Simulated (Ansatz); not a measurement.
**Nudged elastic band run: FGeH8NO**

Input file:

```yaml
crystal:
  periodic: [false, false, false]
  atoms:
    - { symbol: Ge, position_ang: [-1.867944, -0.515045, -0.811489] }
    - { symbol: F, position_ang: [-0.548969, 0.613648, -1.052111] }
    - { symbol: H, position_ang: [-1.27217, -1.903314, -0.645177] }
    - { symbol: H, position_ang: [-2.692468, -0.018678, 0.367899] }
    - { symbol: H, position_ang: [-2.664933, -0.401207, -2.114732] }
    - { symbol: H, position_ang: [0.627587, -0.042548, 0.983512] }
    - { symbol: O, position_ang: [-0.059243, -0.446006, 1.520165] }
    - { symbol: H, position_ang: [1.493864, 0.772215, -0.699642] }
    - { symbol: "N", position_ang: [2.3905, 0.687884, -0.240304] }
    - { symbol: H, position_ang: [-0.365829, 0.262439, 2.083283] }
    - { symbol: H, position_ang: [2.407541, 1.2641, 0.587758] }
    - { symbol: H, position_ang: [2.552164, -0.273487, 0.020936] }
basis:
  gaussian: { orbitals: def2-SVP }
hamiltonian:
  xc: { name: BHLYP }
neb:
  order_check: false
  images: 5
  f_tol: 0.05
  max_iterations: 60
  max_displacement: 0.5
  optimiser: fire
  final_atoms:
    - { symbol: Ge, position_ang: [-1.25258514, -0.79787492, -0.19183909] }
    - { symbol: F, position_ang: [1.17672035, 2.14156804, -0.61098456] }
    - { symbol: H, position_ang: [-0.51310554, -1.34046531, -1.40453492] }
    - { symbol: H, position_ang: [-1.08252231, -1.57267212, 1.10602266] }
    - { symbol: H, position_ang: [-2.76500411, -0.7835986, -0.52873002] }
    - { symbol: H, position_ang: [1.61093668, -0.46792162, 1.44082294] }
    - { symbol: O, position_ang: [-0.96462967, 0.97868239, 0.02342681] }
    - { symbol: H, position_ang: [0.34093682, 1.7670512, -0.37630582] }
    - { symbol: "N", position_ang: [1.44285692, -0.53012418, 0.44489751] }
    - { symbol: H, position_ang: [-1.77737646, 1.47773552, -0.03070592] }
    - { symbol: H, position_ang: [2.0717055, -1.23487916, 0.08283815] }
    - { symbol: H, position_ang: [1.71216696, 0.36249977, 0.04519026] }
  initial_path:
    images:
      - { positions_ang: [[-1.867944, -0.515045, -0.811489], [-0.548969, 0.613648, -1.052111], [-1.27217, -1.903314, -0.645177], [-2.692468, -0.018678, 0.367899], [-2.664933, -0.401207, -2.114732], [0.627587, -0.042548, 0.983512], [-0.059243, -0.446006, 1.520165], [1.493864, 0.772215, -0.699642], [2.3905, 0.687884, -0.240304], [-0.365829, 0.262439, 2.083283], [2.407541, 1.2641, 0.587758], [2.552164, -0.273487, 0.020936]] }
      - { positions_ang: [[-1.80015797, -0.52846942, -0.69330964], [-0.33782039, 0.41798584, -1.19609169], [-1.27085186, -1.88820721, -0.78596423], [-2.7163114, -0.30177802, 0.44230012], [-2.48436543, -0.03691731, -1.79512761], [0.70265205, 0.02888589, 0.94939686], [-0.15171331, -0.35218469, 1.41833427], [1.36449688, 0.60829673, -0.76449662], [2.23354179, 0.62176134, -0.11281332], [-0.48469687, 0.34764483, 1.97611115], [2.35177909, 1.32135312, 0.47687392], [2.59354741, -0.23837008, 0.08488479]] }
      - { positions_ang: [[-1.73237194, -0.54189384, -0.57513027], [-0.12667178, 0.22232368, -1.34007239], [-1.26953372, -1.87310042, -0.92675145], [-2.7401548, -0.58487804, 0.51670125], [-2.30379786, 0.32737237, -1.47552322], [0.77771711, 0.10031977, 0.91528171], [-0.24418361, -0.25836339, 1.31650354], [1.23512976, 0.44437846, -0.82935125], [2.07658358, 0.55563867, 0.01467735], [-0.60356474, 0.43285066, 1.8689393], [2.29601718, 1.37860623, 0.36598985], [2.63493083, -0.20325316, 0.14883359]] }
      - { positions_ang: [[-1.66458591, -0.55531826, -0.45695091], [0.08447683, 0.02666151, -1.48405308], [-1.26821558, -1.85799362, -1.06753868], [-2.7639982, -0.86797807, 0.59110237], [-2.12323029, 0.69166206, -1.15591884], [0.85278216, 0.17175366, 0.88116657], [-0.33665392, -0.16454208, 1.2146728], [1.10576264, 0.28046019, -0.89420587], [1.91962537, 0.48951601, 0.14216803], [-0.7224326, 0.51805649, 1.76176745], [2.24025527, 1.43585935, 0.25510577], [2.67631424, -0.16813624, 0.21278238]] }
      - { positions_ang: [[-1.52725232, -0.63617048, -0.3685803], [0.448558, 0.73163035, -1.19303024], [-1.01651223, -1.68548418, -1.17987076], [-2.20350624, -1.10287608, 0.76274247], [-2.3371549, 0.1999085, -0.9468559], [1.10550033, -0.04147143, 1.06771869], [-0.54597917, 0.21653274, 0.81759081], [0.8508207, 0.77599053, -0.72157252], [1.76070256, 0.14963595, 0.24307785], [-1.07408056, 0.8379495, 1.16427632], [2.18407201, 0.54561318, 0.19768323], [2.35493181, 0.00874243, 0.15691834]] }
      - { positions_ang: [[-1.38991873, -0.7170227, -0.28020969], [0.81263917, 1.4365992, -0.9020074], [-0.76480888, -1.51297475, -1.29220284], [-1.64301427, -1.3377741, 0.93438257], [-2.5510795, -0.29184505, -0.73779296], [1.35821851, -0.25469652, 1.25427081], [-0.75530442, 0.59760757, 0.42050881], [0.59587876, 1.27152086, -0.54893917], [1.60177974, -0.19024412, 0.34398768], [-1.42572851, 1.15784251, 0.5667852], [2.12788876, -0.34463299, 0.14026069], [2.03354939, 0.1856211, 0.1010543]] }
      - { positions_ang: [[-1.25258514, -0.79787492, -0.19183909], [1.17672035, 2.14156804, -0.61098456], [-0.51310554, -1.34046531, -1.40453492], [-1.08252231, -1.57267212, 1.10602266], [-2.76500411, -0.7835986, -0.52873002], [1.61093668, -0.46792162, 1.44082294], [-0.96462967, 0.97868239, 0.02342681], [0.34093682, 1.7670512, -0.37630582], [1.44285692, -0.53012418, 0.44489751], [-1.77737646, 1.47773552, -0.03070592], [2.0717055, -1.23487916, 0.08283815], [1.71216696, 0.36249977, 0.04519026]] }
```

Launched with:

```bash
$ ansatz run input.yaml --threads 2 --pin off --max-ram 3072MiB --backend cpu --events-out ev --progress --plain --runs-dir out
```

Output, in part (warnings, iteration lines):

```
NEB end point (image 0): max|allowed force component| = 2.488e-2 eV/Å (the criterion of neb.relax_end_points is 1.000e-2)
NEB end point (image 6): max|allowed force component| = 1.731e-2 eV/Å (the criterion of neb.relax_end_points is 1.000e-2)
NEB iter   1: max|band force component| = 2.143e2 eV/Å  barrier→ = 61.0169 eV  barrier← = 61.0390 eV  Δτ_max = 0.5000 Å  (185 SCF iters)
NEB iter   2: max|band force component| = 1.998e1 eV/Å  barrier→ = 10.4281 eV  barrier← = 10.4502 eV  Δτ_max = 0.0719 Å  (160 SCF iters)
NEB iter   3: max|band force component| = 8.592e0 eV/Å  barrier→ = 7.6170 eV  barrier← = 7.6391 eV  Δτ_max = 0.0791 Å  (155 SCF iters)
NEB iter   4: max|band force component| = 5.315e0 eV/Å  barrier→ = 5.9214 eV  barrier← = 5.9435 eV  Δτ_max = 0.0908 Å  (153 SCF iters)
NEB iter   5: max|band force component| = 5.461e0 eV/Å  barrier→ = 4.8783 eV  barrier← = 4.9004 eV  Δτ_max = 0.0264 Å  (152 SCF iters)
NEB iter   6: max|band force component| = 4.848e0 eV/Å  barrier→ = 4.3508 eV  barrier← = 4.3729 eV  Δτ_max = 0.0495 Å  (155 SCF iters)
NEB iter   7: max|band force component| = 4.100e0 eV/Å  barrier→ = 3.4879 eV  barrier← = 3.5100 eV  Δτ_max = 0.0169 Å  (154 SCF iters)
NEB iter   8: max|band force component| = 3.949e0 eV/Å  barrier→ = 3.3330 eV  barrier← = 3.3551 eV  Δτ_max = 0.0331 Å  (143 SCF iters)
NEB iter   9: max|band force component| = 3.356e0 eV/Å  barrier→ = 3.0551 eV  barrier← = 3.0772 eV  Δτ_max = 0.0467 Å  (150 SCF iters)
NEB iter  10: max|band force component| = 2.556e0 eV/Å  barrier→ = 2.7037 eV  barrier← = 2.7259 eV  Δτ_max = 0.0505 Å  (150 SCF iters)
NEB iter  11: max|band force component| = 4.332e0 eV/Å  barrier→ = 2.3247 eV  barrier← = 2.3468 eV  Δτ_max = 0.0164 Å  (147 SCF iters)
NEB iter  12: max|band force component| = 2.787e0 eV/Å  barrier→ = 2.2618 eV  barrier← = 2.2839 eV  Δτ_max = 0.0264 Å  (129 SCF iters)
NEB iter  13: max|band force component| = 2.026e0 eV/Å  barrier→ = 2.1408 eV  barrier← = 2.1629 eV  Δτ_max = 0.0281 Å  (144 SCF iters)
NEB iter  14: max|band force component| = 2.090e0 eV/Å  barrier→ = 1.9765 eV  barrier← = 1.9986 eV  Δτ_max = 0.0321 Å  (149 SCF iters)
NEB iter  15: max|band force component| = 2.424e0 eV/Å  barrier→ = 1.7899 eV  barrier← = 1.8121 eV  Δτ_max = 0.0393 Å  (149 SCF iters)
NEB iter  16: max|band force component| = 2.136e0 eV/Å  barrier→ = 1.5970 eV  barrier← = 1.6191 eV  Δτ_max = 0.0460 Å  (148 SCF iters)
NEB iter  17: max|band force component| = 1.700e0 eV/Å  barrier→ = 1.4084 eV  barrier← = 1.4305 eV  Δτ_max = 0.0580 Å  (147 SCF iters)
NEB iter  18: max|band force component| = 1.627e0 eV/Å  barrier→ = 1.2184 eV  barrier← = 1.2405 eV  Δτ_max = 0.0709 Å  (155 SCF iters)
NEB iter  19: max|band force component| = 2.059e0 eV/Å  barrier→ = 1.0497 eV  barrier← = 1.0718 eV  Δτ_max = 0.0836 Å  (153 SCF iters)
NEB iter  20: max|band force component| = 1.056e0 eV/Å  barrier→ = 0.9167 eV  barrier← = 0.9388 eV  Δτ_max = 0.0969 Å  (153 SCF iters)
NEB iter  21: max|band force component| = 1.449e0 eV/Å  barrier→ = 0.8232 eV  barrier← = 0.8453 eV  Δτ_max = 0.1089 Å  (153 SCF iters)
NEB iter  22: max|band force component| = 1.595e0 eV/Å  barrier→ = 0.8091 eV  barrier← = 0.8312 eV  Δτ_max = 0.1150 Å  (151 SCF iters)
NEB iter  23: max|band force component| = 1.545e0 eV/Å  barrier→ = 1.0052 eV  barrier← = 1.0274 eV  Δτ_max = 0.1418 Å  (150 SCF iters)
NEB iter  24: max|band force component| = 1.544e0 eV/Å  barrier→ = 1.5323 eV  barrier← = 1.5544 eV  Δτ_max = 0.1941 Å  (154 SCF iters)
NEB iter  25: max|band force component| = 1.943e0 eV/Å  barrier→ = 2.4109 eV  barrier← = 2.4330 eV  Δτ_max = 0.0371 Å  (154 SCF iters)
NEB iter  26: max|band force component| = 1.989e0 eV/Å  barrier→ = 2.3991 eV  barrier← = 2.4213 eV  Δτ_max = 0.0804 Å  (156 SCF iters)
NEB iter  27: max|band force component| = 2.033e0 eV/Å  barrier→ = 2.4583 eV  barrier← = 2.4804 eV  Δτ_max = 0.1266 Å  (154 SCF iters)
NEB iter  28: max|band force component| = 2.387e0 eV/Å  barrier→ = 2.5817 eV  barrier← = 2.6038 eV  Δτ_max = 0.1696 Å  (155 SCF iters)
NEB iter  29: max|band force component| = 2.862e0 eV/Å  barrier→ = 2.7148 eV  barrier← = 2.7369 eV  Δτ_max = 0.2028 Å  (153 SCF iters)
NEB iter  30: max|band force component| = 3.041e0 eV/Å  barrier→ = 2.6245 eV  barrier← = 2.6466 eV  Δτ_max = 0.2408 Å  (153 SCF iters)
NEB iter  31: max|band force component| = 3.688e0 eV/Å  barrier→ = 2.0938 eV  barrier← = 2.1159 eV  Δτ_max = 0.0651 Å  (151 SCF iters)
NEB iter  32: max|band force component| = 2.723e0 eV/Å  barrier→ = 1.5702 eV  barrier← = 1.5924 eV  Δτ_max = 0.1138 Å  (149 SCF iters)
NEB iter  33: max|band force component| = 3.305e0 eV/Å  barrier→ = 0.9652 eV  barrier← = 0.9873 eV  Δτ_max = 0.0200 Å  (148 SCF iters)
NEB iter  34: max|band force component| = 1.559e0 eV/Å  barrier→ = 0.8940 eV  barrier← = 0.9161 eV  Δτ_max = 0.0287 Å  (137 SCF iters)
NEB iter  35: max|band force component| = 1.434e0 eV/Å  barrier→ = 0.8195 eV  barrier← = 0.8416 eV  Δτ_max = 0.0076 Å  (135 SCF iters)
NEB iter  36: max|band force component| = 1.189e0 eV/Å  barrier→ = 0.7916 eV  barrier← = 0.8138 eV  Δτ_max = 0.0133 Å  (118 SCF iters)
NEB iter  37: max|band force component| = 9.385e-1 eV/Å  barrier→ = 0.7418 eV  barrier← = 0.7640 eV  Δτ_max = 0.0169 Å  (126 SCF iters)
NEB iter  38: max|band force component| = 9.765e-1 eV/Å  barrier→ = 0.6776 eV  barrier← = 0.6997 eV  Δτ_max = 0.0213 Å  (140 SCF iters)
NEB iter  39: max|band force component| = 9.519e-1 eV/Å  barrier→ = 0.6065 eV  barrier← = 0.6286 eV  Δτ_max = 0.0252 Å  (140 SCF iters)
NEB iter  40: max|band force component| = 6.814e-1 eV/Å  barrier→ = 0.5379 eV  barrier← = 0.5600 eV  Δτ_max = 0.0288 Å  (140 SCF iters)
NEB iter  41: max|band force component| = 6.691e-1 eV/Å  barrier→ = 0.4811 eV  barrier← = 0.5032 eV  Δτ_max = 0.0349 Å  (149 SCF iters)
NEB iter  42: max|band force component| = 6.709e-1 eV/Å  barrier→ = 0.4415 eV  barrier← = 0.4636 eV  Δτ_max = 0.0403 Å  (147 SCF iters)
NEB iter  43: max|band force component| = 5.927e-1 eV/Å  barrier→ = 0.4299 eV  barrier← = 0.4520 eV  Δτ_max = 0.0437 Å  (146 SCF iters)
NEB iter  44: max|band force component| = 7.111e-1 eV/Å  barrier→ = 0.4222 eV  barrier← = 0.4444 eV  Δτ_max = 0.0486 Å  (145 SCF iters)
NEB iter  45: max|band force component| = 1.381e0 eV/Å  barrier→ = 0.4033 eV  barrier← = 0.4254 eV  Δτ_max = 0.0144 Å  (147 SCF iters)
NEB iter  46: max|band force component| = 9.254e-1 eV/Å  barrier→ = 0.3991 eV  barrier← = 0.4213 eV  Δτ_max = 0.0230 Å  (127 SCF iters)
NEB iter  47: max|band force component| = 5.389e-1 eV/Å  barrier→ = 0.3961 eV  barrier← = 0.4183 eV  Δτ_max = 0.0235 Å  (127 SCF iters)
NEB iter  48: max|band force component| = 7.372e-1 eV/Å  barrier→ = 0.3906 eV  barrier← = 0.4128 eV  Δτ_max = 0.0199 Å  (128 SCF iters)
NEB iter  49: max|band force component| = 7.638e-1 eV/Å  barrier→ = 0.3852 eV  barrier← = 0.4073 eV  Δτ_max = 0.0265 Å  (136 SCF iters)
NEB iter  50: max|band force component| = 5.653e-1 eV/Å  barrier→ = 0.3807 eV  barrier← = 0.4028 eV  Δτ_max = 0.0328 Å  (136 SCF iters)
NEB iter  51: max|band force component| = 5.825e-1 eV/Å  barrier→ = 0.3754 eV  barrier← = 0.3975 eV  Δτ_max = 0.0332 Å  (142 SCF iters)
NEB iter  52: max|band force component| = 1.064e0 eV/Å  barrier→ = 0.3715 eV  barrier← = 0.3936 eV  Δτ_max = 0.0453 Å  (150 SCF iters)
NEB iter  53: max|band force component| = 5.370e-1 eV/Å  barrier→ = 0.3631 eV  barrier← = 0.3852 eV  Δτ_max = 0.0592 Å  (148 SCF iters)
NEB iter  54: max|band force component| = 6.493e-1 eV/Å  barrier→ = 0.3538 eV  barrier← = 0.3759 eV  Δτ_max = 0.0529 Å  (154 SCF iters)
NEB iter  55: max|band force component| = 3.572e-1 eV/Å  barrier→ = 0.3447 eV  barrier← = 0.3668 eV  CI = image 4  Δτ_max = 0.0552 Å  (153 SCF iters)
NEB iter  56: max|band force component| = 1.035e0 eV/Å  barrier→ = 0.3345 eV  barrier← = 0.3566 eV  CI = image 4  Δτ_max = 0.0284 Å  (152 SCF iters)
NEB iter  57: max|band force component| = 8.553e-1 eV/Å  barrier→ = 0.3355 eV  barrier← = 0.3576 eV  CI = image 4  Δτ_max = 0.0068 Å  (132 SCF iters)
NEB iter  58: max|band force component| = 5.255e-1 eV/Å  barrier→ = 0.3295 eV  barrier← = 0.3517 eV  CI = image 4  Δτ_max = 0.0109 Å  (122 SCF iters)
NEB iter  59: max|band force component| = 4.636e-1 eV/Å  barrier→ = 0.3294 eV  barrier← = 0.3515 eV  CI = image 4  Δτ_max = 0.0007 Å  (124 SCF iters)
NEB iter  60: max|band force component| = 4.056e-1 eV/Å  barrier→ = 0.3289 eV  barrier← = 0.3510 eV  CI = image 4  Δτ_max = 0.0014 Å  (98 SCF iters)
Error: NEB band did not converge after 60 iterations: max|band force component| = 4.06e-1 eV/Å (threshold 5.0e-2); raise `neb.max_iterations` in a new run, which can start from the last band evaluated (`neb.initial_path`, with `crystal.atoms` and `neb.final_atoms` set to its first and last images), …
```

It did not converge within its limit. The band didn't meet its force threshold, so its energies are provisional: the largest band force was still 0.41 eV/Å, and over the last iterations the top stayed at 0.33 eV. Neighbouring images lie up to 2.0 Å apart, so the band is torn or far too coarse. Inner images lie below an end point, which means an intermediate or an end that isn't the lowest structure nearby. The orbitals stay closed-shell, which can raise the energy where a bond breaks towards radicals; this wasn't checked here.

Final band (atoms are numbered from 1 in the order of the input):

```
image  path coordinate (Å)  energy (kcal/mol)  Ge1–F2 (Å)  H6–O7 (Å)  H8–N9 (Å)
    0                 0.00                0.0        1.75       0.96       1.01
    1                 1.85                7.2        1.81       1.00       1.02
    2                 3.72               -1.3        2.86       2.01       1.68
    3                 5.60                2.0        3.18       2.42       1.79
    4                 7.48                7.6        3.44       2.57       2.68
    5                 9.41                7.4        3.74       2.76       2.87
    6                11.36               -0.5        3.84       3.28       2.68
```

Run time: 28 min on 2 threads of Arm Neoverse N1, on a shared host, peak memory 0.29 GiB.
